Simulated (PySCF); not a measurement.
C3H9SSi (SMILES C[Si](C)(C)[S]), doublet, geometry from GFN2-xTB. Base run: DF-BLYP/6-31G** (PySCF).

PySCF was given this input:
```python
from pyscf import gto, scf, dft

mol = gto.M(
    atom='''
C    -0.65581910    1.47443797   -1.21466416
Si   -0.06314066   -0.07709093   -0.27769055
C     1.51624336   -0.77988421   -1.08271036
C    -1.43721760   -1.39878350   -0.23934351
S     0.39453478    0.48170308    1.73515090
H    -0.89939338    1.23332074   -2.24460081
H    -1.54195054    1.89709658   -0.75084446
H     0.11073349    2.24341738   -1.22277179
H     1.87634128   -1.65065181   -0.54318165
H     1.32639151   -1.07675845   -2.10938335
H     2.31359264   -0.04286782   -1.08894708
H    -1.70011851   -1.71096520   -1.24515718
H    -2.33442814   -1.01686300    0.23830482
H    -1.11899547   -2.27832619    0.31214292
''',
    basis='6-31g**',
    spin=1,
    verbose=4,
)

mf = dft.UKS(mol)
mf.xc = 'blyp'
mf = mf.density_fit(auxbasis='def2-universal-jkfit')
mf.kernel()
mf.analyze()
```

Variants of this job, named by their change:

```tsv
change	ΔE vs base (mEh)	grid points	electrons on the grid	outcome
base	0.000	168688	57.00000	converged
grids.level = 2	-0.003	105648	57.00000	converged
grids.atom_grid = (99, 590)	-0.006	452904	57.00000	converged
grids.level = 5	-0.006	427400	57.00000	converged
grids.level = 0	-85.342	12088	57.02736	converged
grids.prune = off	0.001	273296	56.99999	converged
grids.level = 7	-	-	-	cut at the time limit
grids.prune = dft.gen_grid.sg1_prune	-0.011	70584	57.00006	converged
grids.radi_method = gauss_chebyshev	0.000	164720	57.00000	converged
grids.level = 1	-0.006	50520	57.00014	converged
grids.atom_grid = (150, 974)	-	-	-	cut at the time limit
```

Open shells are given as the SCF converged; they aren't shown to be the lowest states, and a large step between rows can be another state.
